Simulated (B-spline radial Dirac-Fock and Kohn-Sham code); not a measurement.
# K-line shifts caused by a second vacancy in Fe⁵⁺

System: the Fe⁵⁺ ion, configuration [Ar] 3d3.

These are calculated numbers from a B-spline atomic structure program; the model is Dirac-Fock ΔSCF + Breit + QED. Each two-hole energy is an average over J within one jj subconfiguration, not an observable level; in light atoms, where LS coupling holds, the j-resolved values are not observed lines, and for a K spectator the Kα1 hypersatellite is nearly forbidden. The model has no electron correlation.

Lines without a spectator: Kα2 (K-L2) 6387.7 eV, Kα1 (K-L3) 6399.9 eV, Kβ3 (K-M2) 7064.2 eV, Kβ1 (K-M3) 7065.9 eV. Shifts in eV with one spectator hole (a dash: not computed, or left out as unreliable):

```
spectator hole     Kα2     Kα1     Kβ3     Kβ1
        K (1s)  +272.5  +274.6  +342.8  +343.2
    L2 (2p1/2)  +25.07   +30.7       –   +73.0
    L3 (2p3/2)  +28.67  +27.45   +70.7       –
    M2 (3p1/2)       –   +2.54   +7.78   +9.46
    M3 (3p3/2)   +2.33       –   +9.08   +8.64
```

With n spectator holes in 2p, averaged over the 2p shell (energies in eV):

```
n    KαLⁿ   step  hypersatellite KαʰLⁿ
0  6395.8      –                6669.7
1  6424.3  +28.5                6699.5
2  6454.1  +29.8                6730.6
3  6485.1  +31.0                6762.9
4  6517.4  +32.3                6796.5
5  6551.0  +33.6                6831.4
```
